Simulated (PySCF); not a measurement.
Compound: C3H3F2OS (charge -1).
Structure used (GFN2-xTB), in Å, numbered top down from 1:
```xyz
10
C3H3F2OS angstrom
C      1.4525   -0.2035    0.3319
O      0.5879   -0.6547   -0.7005
C     -0.7388   -0.5040   -0.4288
F     -1.3400   -1.7253   -0.1170
C     -1.4244    0.6468   -0.3149
F     -2.7639    0.5146    0.0075
S     -0.8144    2.1985   -0.5485
H      2.4679   -0.3479   -0.0356
H      1.3054   -0.7778    1.2543
H      1.2766    0.8578    0.5291
```

PySCF, density fitting, gas phase, GFN2-xTB geometry. The standard run uses grid level 2 after a coarse-grid start, the def2-universal JK fitting basis (with tight functions added where the orbital basis needs them), an energy threshold of 1e-9 Eh and DIIS. The changed runs have no coarse-grid stage.

Q: Standard PBE0/6-311G**: E = -788.795391 Eh, HOMO -0.352 eV, LUMO 5.192 eV, 14 cycles (coarse-grid cycles included). What changes at PBE0/6-311G** with: damping 0.1 at the start, DIIS from the seventh cycle?

A: E = -788.795391 Eh (0.000 mEh), HOMO -0.352 eV (0.000), LUMO 5.192 eV (0.000), 20 SCF cycles. The result matches the standard run within 0.02 mEh and 0.003 eV; such settings steer the iterations and don't enter the energy expression.

The cycles:
```
cycle   1  E = -788.6668169630  dE =  9.261e-01  |g| = 8.206e-01  |ddm| = 2.756e+00
cycle   2  E = -788.6136615797  dE =  5.316e-02  |g| = 1.015e+00  |ddm| = 1.457e+00
cycle   3  E = -788.5145585070  dE =  9.910e-02  |g| = 1.238e+00  |ddm| = 1.692e+00
cycle   4  E = -788.1719079384  dE =  3.427e-01  |g| = 1.812e+00  |ddm| = 2.328e+00
cycle   5  E = -787.8388147142  dE =  3.331e-01  |g| = 2.138e+00  |ddm| = 3.193e+00
cycle   6  E = -783.6904571030  dE =  4.148e+00  |g| = 4.752e+00  |ddm| = 5.955e+00
cycle   7  E = -752.2223968310  dE =  3.147e+01  |g| = 7.401e+00  |ddm| = 3.960e+01
cycle   8  E = -782.3533862852  dE = -3.013e+01  |g| = 5.008e+00  |ddm| = 3.926e+01
cycle   9  E = -788.3221890665  dE = -5.969e+00  |g| = 1.626e+00  |ddm| = 8.647e+00
cycle  10  E = -788.4568192311  dE = -1.346e-01  |g| = 1.197e+00  |ddm| = 1.961e+00
cycle  11  E = -788.7707366505  dE = -3.139e-01  |g| = 3.686e-01  |ddm| = 1.297e+00
cycle  12  E = -788.7940762058  dE = -2.334e-02  |g| = 7.706e-02  |ddm| = 3.070e-01
cycle  13  E = -788.7951132307  dE = -1.037e-03  |g| = 3.911e-02  |ddm| = 1.014e-01
cycle  14  E = -788.7953608770  dE = -2.476e-04  |g| = 1.180e-02  |ddm| = 3.469e-02
cycle  15  E = -788.7953876947  dE = -2.682e-05  |g| = 4.023e-03  |ddm| = 1.533e-02
cycle  16  E = -788.7953908522  dE = -3.158e-06  |g| = 1.089e-03  |ddm| = 4.840e-03
cycle  17  E = -788.7953910854  dE = -2.332e-07  |g| = 3.474e-04  |ddm| = 1.192e-03
cycle  18  E = -788.7953911056  dE = -2.018e-08  |g| = 1.099e-04  |ddm| = 2.658e-04
cycle  19  E = -788.7953911079  dE = -2.306e-09  |g| = 2.523e-05  |ddm| = 8.843e-05
cycle  20  E = -788.7953911081  dE = -1.160e-10  |g| = 1.127e-05  |ddm| = 3.901e-05
```
